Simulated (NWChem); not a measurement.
Molecule: Si$_{2}$N$_{2}$H$_{5}$Cl; SMILES Cl[SiH]1N[SiH2]N1

```xyz
10

Cl     0.4402     2.2004     0.0074
Si    -0.6493     0.4190    -0.0172
N     -0.1760    -0.7513    -1.2034
Si     0.3567    -1.9095     0.0027
N     -0.1657    -0.7277     1.1930
H     -2.0562     0.8732    -0.0446
H     -0.3815    -0.8373    -2.1867
H     -0.3888    -3.1977    -0.0107
H      1.8104    -2.2322     0.0298
H      0.1414    -0.5754     2.1419
```
Atoms are numbered in this order, from 1.

Computed with NWChem. The geometry was optimised at B3LYP/6-31G* (spherical d). Level: M06-2X/def2-SVP with SMD (1 M gas to 1 M solution), gas-phase geometry. Reactions with the solvent are ignored.

| solvent | dielectric constant | solvation free energy (kcal/mol) | cavity-dispersion-structure term (kcal/mol) | dipole in solution (D) |
|---|---|---|---|---|
| water | 78.4 | -1.2 | 3.4 | 2.06 |
| acetonitrile | 35.7 | -4.3 | 0.2 | 2.05 |
| anisole | 4.22 | -3.4 | 0.0 | 1.96 |
| ethyl acetate | 5.99 | -4.1 | -0.3 | 1.99 |
